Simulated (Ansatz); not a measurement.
Ansatz results at the PBE0-D4/def2-TZVP geometry: HOMO energy (ωB97M-V/def2-TZVPP) -10.68 eV; HOMO energy (B3LYP/def2-TZVPP) -8.09 eV; size of the dipole moment (ωB97M-V/def2-TZVPP) 2.13 D.

Each molecule was computed in one conformer, which needn't be the lowest.

(1) Which molecule gave them?
A. `CC(N)N[SiH3]`
B. `C#[C][GeH2][CH2]Cl`
C. `CC(O)(F)C=O`
D. `BB(O)Br`

Results:

(1) C. The others give `C#[C][GeH2][CH2]Cl`: -10.10, -7.67, 1.53; `BB(O)Br`: -10.46, -8.07, 1.28; `CC(N)N[SiH3]`: -9.06, -6.47, 1.40.

B3LYP here is the variant with VWN-RPA as its local correlation; programs differ in this.
